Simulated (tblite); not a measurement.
Task: Give a GFN2-xTB geometry of `[C+]1([CH]C=CC1(C)C)C` [radical]. (Charge +1 and doublet state.)

Result: 
```
atom  x, y, z in Å
C1    -1.309    1.681    0.080
C2    -0.863    0.322   -0.172
C3    -1.649   -0.711   -0.690
C4    -0.892   -1.892   -0.769
C5     0.381   -1.643   -0.306
C6     0.520   -0.214    0.098
C7     0.897   -0.089    1.582
C8     1.575    0.481   -0.781
H9    -0.507    2.345    0.389
H10   -1.823    2.085   -0.798
H11   -2.084    1.676    0.857
H12   -2.681   -0.617   -0.983
H13   -1.258   -2.834   -1.136
H14    1.185   -2.355   -0.239
H15    1.022    0.956    1.852
H16    1.838   -0.601    1.768
H17    0.131   -0.530    2.215
H18    1.651    1.532   -0.516
H19    1.317    0.399   -1.834
H20    2.546    0.020   -0.620
```

Orientation and origin are arbitrary. Atoms count from 1 in this order. C3 (carbon bonded to 2 C and H) is planar (angles 125.1°, 125.1° and 109.8°, sum 360.0°, 0.00 Å off the plane of its three neighbours). C2 (carbon bonded to 3 C) is planar (angles 125.7°, 125.7° and 108.6°, sum 360.0°, 0.01 Å off the plane of its three neighbours). The C–C distances run from 1.378 Å (C4=C5, drawn double in one of several resonance forms) to 1.539 Å (C6–C8, drawn single), a spread of 0.161 Å. The 5-membered ring C2–C3–C4–C5–C6 has internal angles of 102.0° to 110.5°; it is planar, 0.00 Å rms from its mean plane, widest ring torsion 1°.

Bonds between heavy atoms (Å): C1–C2 1.452, C2–C3 1.398, C3–C4 1.405, C4=C5 1.378, C5–C6 1.492, C6–C7 1.536, C6–C8 1.539, C2–C6 1.507.

Structure optimised with GFN2-xTB, isolated species. This method treats the open shell by occupation alone, without spin polarisation.

Point group: near Cs, missed by 0.28 Å at most; the miss may be what the optimiser left on a soft mode. Its GFN2-xTB frequencies are all real (lowest 42 cm⁻¹). 2 starts were optimised and ended at 0.00 and 0.18 kcal/mol (GFN2-xTB); the lowest of these is shown.

On one thread, Arm Neoverse V2 (aarch64), no GPU, shared host with 96 logical CPUs at a one-minute load of 13, this took 0.42 s of wall time. These figures are those of the optimisation.

These are computed values.
